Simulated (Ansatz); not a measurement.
`B[SiH2]CF` and `FC[SiH2]CI` differ in one atom or group.

Ansatz, PBE0-D4/def2-TZVP geometries, multiplicity 1. Each molecule was computed in one conformer, which needn't be the lowest.

Elements past krypton have def2 core potentials.

```tsv
property	`B[SiH2]CF`
LUMO energy (PBE0/def2-TZVPP) / eV	-2.62
HOMO energy (PBE/def2-TZVPP) / eV	-6.90
size of the dipole moment (ωB97M-V/def2-TZVPP) / D	1.95
HOMO–LUMO gap (PBE/def2-TZVPP) / eV	3.27
HOMO–LUMO gap (ωB97M-V/def2-TZVPP) / eV	9.88
HOMO–LUMO gap (PBE0/def2-TZVPP) / eV	5.69
```

Give the same properties after the change, and the shifts. (An estimate is asked.)

Ansatz gave: 
```csv
property,`FC[SiH2]CI`,shift
LUMO energy (PBE0/def2-TZVPP) / eV,-1.13,1.49
HOMO energy (PBE/def2-TZVPP) / eV,-6.23,0.67
size of the dipole moment (ωB97M-V/def2-TZVPP) / D,1.35,-0.60
HOMO–LUMO gap (PBE/def2-TZVPP) / eV,4.19,0.92
HOMO–LUMO gap (ωB97M-V/def2-TZVPP) / eV,10.29,0.41
HOMO–LUMO gap (PBE0/def2-TZVPP) / eV,6.23,0.54
```

With PBE0 the HOMO rises by 0.95 eV and the LUMO rises by 1.49 eV, so the gap widens by about 0.54 eV. PBE moves the HOMO by 0.67 eV and ωB97M-V by 1.02 eV. Dipoles are sizes alone; their direction can turn.

Spin–orbit coupling is left out; it splits and shifts lone-pair levels of the heavy atoms by tenths of an eV.
